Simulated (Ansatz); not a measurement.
Other settings, tried on Zn₃⁺ (the lowest doublet isomer of a short search).

```yaml
crystal:
  periodic: [false, false, false]
  atoms:
    - {symbol: Zn, position_ang: [-0.735122, 0.838207, 2.419418]}
    - {symbol: Zn, position_ang: [0.009463, 0.004572, 0.001268]}
    - {symbol: Zn, position_ang: [0.725659, -0.842779, -2.420686]}
basis:
  gaussian: {orbitals: 6-31G, point_charges: [{charge: 1.00, position_ang: [3.738, 0.052, 0.660]}]}
total_charge: 1
magnetization: {spin_polarized: true, initial_magnetization: 3}
hamiltonian: {xc: {name: B3LYP}}
```

```sh
$ ansatz run in.yaml --threads 4 --pin off --events-out ev --progress --plain --max-ram 3916MiB
```

Output, abridged:

```
Functional definition: B3LYP
865 factors; integrals over basis functions are off by at most 7.6e-4 eV
mean field evaluation 1: about -145221.1587 eV, gradient 1.4e1 eV
mean field evaluation 2: about -145220.7164 eV, gradient 1.9e1 eV
mean field evaluation 4: about -145222.1346 eV, gradient 1.9e0 eV
mean field evaluation 8: about -145222.2721 eV, gradient 7.4e-2 eV
mean field evaluation 16: about -145222.2722 eV, gradient 7.6e-4 eV
mean field evaluation 32: about -145221.8624 eV, gradient 2.1e0 eV
mean field -145222.27223679 eV, -5336.8200695105 hartree, gradient 1.4e-5 eV, S^2 3.750582; 8 other end points of the search recorded, 0 dependent functions left out
reference -145222.27246172 eV, -5336.8200777764 hartree; 46, 43 occupied and 41, 44 virtual orbitals, 865 factors
Total energy: -145222.27246172 eV, -5336.8200777764 hartree
```

It took 4 s on 4 threads of Arm Neoverse V2 on a shared host.

The 6-31G sets use Cartesian d functions. B3LYP takes the VWN-RPA correlation.
